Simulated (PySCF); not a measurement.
Gas-phase reaction: SnO + Cl₂ → SnCl₂ + O

Computed with PySCF (xtb for GFN2) and rigid-rotor harmonic-oscillator thermochemistry at 1 bar. † marks an energy on the PBE0/def2-TZVP geometry and frequencies; other levels use their own. MP2 and CCSD(T) freeze the core. Open shells (unrestricted): O (multiplicity 3, electronic degeneracy 9); the rest are closed-shell singlets. GFN2 has no spin-polarisation term. Spin-orbit splitting is ignored; it lowers the true energy and changes the entropy of O. B3LYP is the form with VWN-RPA correlation. Sn: scalar-relativistic def2 core potential, no spin-orbit coupling. MP2 isn't extrapolated to the basis-set limit; its ΔH°(298 K) is -0.5 kJ in def2-SVP and 46.4 kJ in def2-TZVPP. CCSD(T) isn't extrapolated to the basis-set limit; its ΔH°(298 K) is -38.1 kJ in def2-SVP and 3.8 kJ in def2-TZVPP. The harmonic model lacks anharmonicity and excited electronic states, which grow with temperature; levels with a mode under 35 cm⁻¹ are left out. Soft modes under 120 cm⁻¹ make the harmonic entropy rough for SnCl₂. Warning, large T1 diagnostic: SnO (CCSD(T)/def2-SVP†).

| level | ΔE electronic, kJ | ΔH°(298 K), kJ | ΔS°(298 K), J/K | ΔG°(800 K), kJ |
|---|---|---|---|---|
| B3LYP/def2-TZVP† | 7 | 5 | 13 | -8 |
| CCSD(T)/def2-SVP† | -36 | -38 | 13 | -51 |
| GFN2-xTB | 369 | 368 | 14 | 355 |
| M06-2X/def2-TZVP† | -24 | -26 | 13 | -38 |
| MP2/def2-TZVPP† | 48 | 46 | 13 | 34 |
| PBE/def2-SVP | 30 | 28 | 12 | 16 |
| LDA/def2-TZVP† | 126 | 124 | 13 | 111 |
ΔH° is lowest at CCSD(T)/def2-SVP† and highest at GFN2-xTB. No reference value is set beside these.
